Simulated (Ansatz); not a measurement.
Input for Ansatz (an electronic-structure program): R-r2SCAN/def2-TZVPP on H2S2 (SMILES SS), a point of a torsion scan.

Ansatz 0.2 input:
```yaml
crystal:
  periodic: [false, false, false]
  atoms:
    - {symbol: S, position_ang: [-0.92800317, 0.54805320, 0.42539228]}
    - {symbol: S, position_ang: [0.92484574, 0.39837411, -0.42923658]}
    - {symbol: H, position_ang: [-1.55262384, -0.37141607, -0.32232669]}
    - {symbol: H, position_ang: [0.84778070, 1.46997552, -1.22947289]}
basis:
  gaussian:
    orbitals: def2-TZVPP
hamiltonian:
  xc: {name: r2SCAN}
scf: {lower_state_search: off}
```

It printed:

```
WARN ansatz: RAYON_NUM_THREADS=2 ignored (pool sized by the plan → 2); use --threads N
Functional definition: r2SCAN
these checks for a lower state are left out or cut short: stability, starts, cluster_reference, orbital_swaps, neighbouring_geometries, increment
integrals: 0.03 GiB planned
686 factors; their error is unknown
mean field: 0.28 GiB planned
mean field evaluation 1: about -21702.1013 eV, gradient 1.3e1 eV
mean field evaluation 2: about -21702.2739 eV, gradient 1.2e1 eV
mean field evaluation 4: about -21702.5690 eV, gradient 8.4e-1 eV
mean field evaluation 8: about -21702.5584 eV, gradient 1.1e-1 eV
mean field evaluation 16: about -21702.5584 eV, gradient 2.5e-6 eV
mean field -21702.55844403 eV, -797.5543122957 hartree, gradient 2.9e-6 eV, S^2 0.000000; 0 other end points of the search recorded, 0 dependent functions left out
reference -21702.55845186 eV, -797.5543125835 hartree; 17, 17 occupied and 95, 95 virtual orbitals, 686 factors
Total energy: -21702.55845186 eV, -797.5543125835 hartree
Checks for a lower state left out: stability, starts, cluster_reference, orbital_swaps, neighbouring_geometries, increment
```

The calculation finished and met its thresholds.

Cost: around 1.5 core-seconds (rough).
